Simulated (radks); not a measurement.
Results of a calculation; reference values are marked as such.
The nitrogen ion N+, configuration [He] 2s1 2p3 (not the ground configuration). Code: a radial shooting solver on a logarithmic mesh with Libxc functionals. Model: scalar-relativistic Kohn-Sham, BLYP, spin-polarised, spherical densities, point nucleus; open shells are filled with parallel spins first.

Unscreened Slater integrals over Kohn-Sham orbitals (cm^-1). They are taken over the spin-up orbitals.

| integral | value |
|---|---|
| F0(2p,2p) | 162450 |
| F2(2p,2p) | 74434 |
| F0(2p,2s) | 161790 |
| G1(2p,2s) | 99164 |
| F0(2p,1s) | 230430 |
| G1(2p,1s) | 25233 |
| F0(2s,2s) | 162300 |
| F0(2s,1s) | 229420 |
| G0(2s,1s) | 17518 |
| F0(1s,1s) | 900640 |

Derived for the open shells (J is the average intra-shell exchange parameter used in DFT+U). 2p: J = F2/5 = 14890 cm^-1.
